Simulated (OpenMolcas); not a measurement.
# Zr²⁺: effect of the level shift or regulariser

* Program: OpenMolcas 26.06
* Basis: ANO-R2 [7s5p4d2f1g]
* Scalar Hamiltonian: X2C, finite nucleus
* Active space: 2 electrons in 5 orbitals (4d)
* State averaging: 2S+1 = 3 even, 10 roots; 2S+1 = 1 even, 15 roots
* Spin-orbit coupling: state interaction with AMFI integrals over the reference wave functions, term energies averaged over their components

Methods on the same reference wave functions:
A. CASSCF
B. SS-CASPT2, IPEA 0.25 Eh, imaginary shift 0.1 Eh (closed shells correlated: 4s 4p)
C. SS-CASPT2, IPEA 0.25 Eh, sigma2 regulariser 0.3 Eh (closed shells correlated: 4s 4p)

Energies in cm-1 above 4d2 3F2, the measured ground level; measured values from Moore, Atomic Energy Levels, vol. II, NSRDS-NBS 35 (1971 reprint of NBS Circular 467, 1952); NIST levels as listed in Rynkun, Gaigalas and Jonsson, Astron. Astrophys. 637, A10 (2020).

```json
{"Level": "4d2 3F2", "A": "0.0", "B": "0.0", "C": "0.0", "Measured": "0.0"}
{"Level": "4d2 3F3", "A": "684", "B": "719", "C": "705", "Measured": "681"}
{"Level": "4d2 3F4", "A": "1519", "B": "1550", "C": "1537", "Measured": "1486"}
{"Level": "4d2 1D2", "A": "8933", "B": "5200", "C": "6170", "Measured": "5742"}
{"Level": "4d2 3P0", "A": "10009", "B": "8250", "C": "8240", "Measured": "8062"}
{"Level": "4d2 3P1", "A": "10269", "B": "8530", "C": "8520", "Measured": "8326"}
{"Level": "4d2 3P2", "A": "10902", "B": "9050", "C": "9070", "Measured": "8838"}
{"Level": "4d2 1G4", "A": "13517", "B": "11020", "C": "11010", "Measured": "11049"}
{"Level": "4d2 1S0", "A": "32179", "B": "23300", "C": "24080", "Measured": "23979"}
```

Deviations, from unrounded energies. A percentage is the sum of absolute deviations over the sum of measured energies, with the sign that they share, or ± where signs differ.

```json
{"Against measurement": "mean absolute deviation (cm-1)", "Levels": "8", "A": "2500", "B": "240", "C": "160"}
{"Against measurement": "fine structure of the ground term (%)", "Levels": "2", "A": "+1.6", "B": "+4.7", "C": "+3.4"}
{"Against measurement": "other terms of the ground configuration (%)", "Levels": "6", "A": "+30.0", "B": "±2.8", "C": "±1.8"}
```

C lies closest to measurement on these levels and A furthest from it. The largest miss of C in the table is 4d2 1D2, by +430 cm-1. The ranking rests on the paired levels alone, and a cruder setting can come out closer through cancelling errors.

Between B and C the level of the table that moves most is 4d2 1D2, by 970 cm-1 (lowest in B, highest in C). Moves below CASPT2's spread within the term are not significant.

The mean deviations of B to C differ by less than CASPT2's widest spread within a term (420 cm-1), so their order carries little weight.

From A to B the spin-free energies of the other terms of 4d2 shown, above 3F, scale by factors of 0.52 to 0.82.

The lowest spin-free term lies below A's lowest term by 0.235 hartree in B, 0.235 hartree in C.

CASPT2 does not keep the components of a term degenerate, so their means are used; among the terms shown or strongly mixed into the levels shown the widest spread is 420 cm-1 (4d2 3F, B). Levels of configurations with an s electron are missing; early in the row they begin among the upper levels of the d shell and mix with terms of their name. Without dynamic correlation excited terms often stand tens of per cent too high (terms of higher spin than the ground term too low), and those without a measured partner can miss by more than the paired ones (holds for A). Some levels mix across a computed gap that differs much from the measured one, so their mixing is not that of the real levels (holds for A). Measured partners are found by configuration, term and J. A level has none where our copy of the source lacks it or the pairing is in doubt (some pairs that miss far off the trend of their configuration count as doubtful), and it then counts in no deviation. Levels of configurations outside the active space are missing.
